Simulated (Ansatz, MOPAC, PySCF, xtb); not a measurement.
Dimer: CHN (SMILES C#N) (first 3 atoms) with HI (SMILES I); geometry from B3LYP-D3(BJ)/def2-TZVP, rigid monomers moved along the line of their centres of mass till N2···H5 is 2.58 Å.
(charge 0, multiplicity 1):
```xyz
5

C      1.108    -0.167     1.039
N      0.229     0.016     1.750
H      1.927    -0.339     0.377
I     -2.990     0.710     4.365
H     -1.750     0.440     3.356
```

Interaction energies are E(AB) − E(A) − E(B) at the monomers' geometry in the complex; basis-set methods are counterpoise corrected.

Cores are frozen in the correlated methods. Filled d and f shells under p-block atoms count as core. The state that PM6 reach isn't checked.

Codes used: Ansatz (Gaussian basis) for Hartree–Fock, density functionals and correlated methods; MOPAC for PM6 (differences of heats of formation); PySCF for the dispersion terms; xtb for the GFN methods. Values without a source in brackets are computed. In def2 rows elements past Kr take small-core potentials, without spin–orbit coupling.

| level | interaction energy (kJ/mol) |
|---|---|
| PM6 | -10.6 |
| GFN2-xTB | -14.4 |
| r2SCAN/def2-TZVPPD | -9.0 |
| r2SCAN-D3(BJ)/def2-TZVPPD | -9.9 |
| B3LYP-D4/def2-TZVPPD | -10.4 |
| PBE0-D3(BJ)/def2-TZVPPD | (withheld) |
| wB97X-V/def2-TZVPPD | -10.4 |
| MP2/def2-SVPD | (withheld) |
| CCSD/def2-TZVPPD | -9.1 |

**Question.** What belongs in the gaps?

**Answer.** 
- PBE0-D3(BJ)/def2-TZVPPD, interaction energy (kJ/mol): -11.2
- MP2/def2-SVPD, interaction energy (kJ/mol): -11.7

Ansatz is a program for electronic structure.
